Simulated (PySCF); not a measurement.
ClH₃Si₂, neutral, multiplicity 1. Atoms are numbered in the order given.

```xyz
6

Si     1.0960    -0.2423     0.0000
Cl    -0.5250    -1.5515     0.0000
Si    -0.3200     1.6812     0.0000
H     -1.1828     1.6315     1.2101
H      0.4254     2.9686     0.0000
H     -1.1828     1.6315    -1.2101
```

The structure is a stationary point at ωB97X-D3(BJ)/def2-TZVP.

Calculation: HF/pcSseg-2 run with PySCF.

GIAO shieldings, no solvent; atoms alike by connectivity are averaged. δ = σ(ref) − σ: ²⁹Si against TMS (σ = 383.2 ppm); ³⁵Cl against HCl (σ = 947.2 ppm); ¹H against TMS (σ = 31.98 ppm), references at their B3LYP-D3(BJ)/def2-TZVP geometries, non-relativistic (without spin–orbit terms, shifts of atoms bonded to Cl or Br come out too high).

Computed chemical shifts:
| nucleus | atoms | count | δ (ppm) |
|---|---|---|---|
| ²⁹Si | Si1 | 1 | 957.0 |
| ²⁹Si | Si3 | 1 | -91.9 |
| ³⁵Cl | Cl2 | 1 | 514.5 |
| ¹H | H4, H5, H6 | 3 | 3.38 |
